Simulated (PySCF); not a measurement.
# Cr₂O: one-bond stretch

Method: UB3LYP/[O def2-SVP, Cr def2-SVP], no relativity, density fitting, PySCF.

Rigid scan from the multiplicity-11 minimum (O–Cr 1.791 Å (×2); Cr–O–Cr 130.3°). Coordinate: the bond from O to the last atom (Cr) scaled, the rest fixed. Energies in kJ/mol from the minimum.

(1) Predict the curve at 0.92, 0.96, 1.00, 1.05, 1.12, 1.20, 1.35, 1.55, 1.80, 2.20.

Answers

(1) 
```json
{"scale of one bond": "0.92", "E (kJ/mol)": "26.2", "dipole size (D)": "1.58", "⟨S²⟩": "30.04"}
{"scale of one bond": "0.96", "E (kJ/mol)": "5.7", "dipole size (D)": "1.61", "⟨S²⟩": "30.04"}
{"scale of one bond": "1.00", "E (kJ/mol)": "0.0", "dipole size (D)": "1.69", "⟨S²⟩": "30.05"}
{"scale of one bond": "1.05", "E (kJ/mol)": "6.6", "dipole size (D)": "1.90", "⟨S²⟩": "30.06"}
{"scale of one bond": "1.12", "E (kJ/mol)": "30.3", "dipole size (D)": "2.26", "⟨S²⟩": "30.07"}
{"scale of one bond": "1.20", "E (kJ/mol)": "66.0", "dipole size (D)": "2.53", "⟨S²⟩": "30.10"}
{"scale of one bond": "1.35", "E (kJ/mol)": "132.5", "dipole size (D)": "2.48", "⟨S²⟩": "30.18"}
{"scale of one bond": "1.55", "E (kJ/mol)": "198.5", "dipole size (D)": "–", "⟨S²⟩": "30.29"}
{"scale of one bond": "1.80", "E (kJ/mol)": "245.0", "dipole size (D)": "–", "⟨S²⟩": "30.41"}
{"scale of one bond": "2.20", "E (kJ/mol)": "274.4", "dipole size (D)": "–", "⟨S²⟩": "30.51"}
```

Spin contamination is strong at 1.55, 1.80, 2.20, so these points are less reliable.

With open d or f shells other occupations or spin states may lie lower.

Other isomers or separated fragments may lie lower.
